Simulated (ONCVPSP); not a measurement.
# What one change does to a pseudopotential (Zn, ONCV)

```
Element                 : zinc (Zn)
Generator               : ONCVPSP 4.0.1
Type                    : optimised norm-conserving Vanderbilt (ONCV)
Functional              : LDA (Perdew-Zunger)
Relativity              : scalar-relativistic
Frozen core             : [Ne]
Valence charge          : 20
Reference configuration : 3s2 3p6 3d10 4s2
Partial waves           : 3s+4s: rc 0.95 bohr, ncon 5, nbas 8, qcut 13.8 1/bohr, 3 projectors, debl 0.7 Ha; 3p: rc 0.75 bohr, ncon 5, nbas 9, qcut 13 1/bohr, 1 projector; 3d: rc 0.95 bohr, ncon 4, nbas 9, qcut 16.2 1/bohr, 2 projectors, debl 3.5 Ha
Local potential         : polynomial inside 0.50 bohr (lpopt 5, dvloc0 1 Ha)
Core correction         : Teter function fitted to the true core (icmod 2), fcfact 0.25
```

Change: d: qcut 10.7.

Cutoffs: the cutoffs (Ha) at which the residual kinetic energy of the hardest occupied pseudo-wave falls to 1 and 0.1 mHa per electron; they do not see the model core or the augmentation charge, which bear on the density cutoff. Errors are all-electron minus pseudo energies relative to the spin-unpolarised reference configuration.

Task: How do hardness, ghosts and transferability respond?

Result: The potential gets harder (105 Ha and 388 Ha → 326 Ha and 395 Ha); of the 4 tests that both files solve, the error grows in 2 and shrinks in 1 by more than 15 % and 0.3 meV (median size 0.7 → 2.9 meV); neither file shows a bound ghost.

```tsv
quantity	base	changed
cutoff, loose	105 Ha	326 Ha
cutoff, tight	388 Ha	395 Ha
loose cutoff by channel	s 77 Ha, p 84 Ha, d 105 Ha	s 77 Ha, p 84 Ha, d 326 Ha
bound ghosts	none	none
GHOST(+) flags under 300 eV	none	none
error for 3s2 3p6 3d10 4s1, meV [ΔE 10.19 eV]	-0.4	-2.4
error for 3s2 3p6 3d10 4s0, meV [ΔE 28.96 eV]	+1.0	+3.3
error for 3s2 3p6 3d9 4s0, meV [ΔE 69.85 eV]	-6.1	-3.6
error for 3s2 3p6 3d10 4s1.5, meV [ΔE 4.08 eV]	-0.1	0.0
s: phases at 0.96 bohr within 0.05 rad from the reference energy up to (Ha; the scan ends near 5)	to the end of the scan	to the end of the scan
p: phases at 0.76 bohr within 0.05 rad from the reference energy up to (Ha; the scan ends near 5)	to the end of the scan	to the end of the scan
d: phases at 0.96 bohr within 0.05 rad from the reference energy up to (Ha; the scan ends near 5)	to the end of the scan	to the end of the scan
rms error of d²Exc/dni dnj with the model core, mHa	1.18	1.23
```
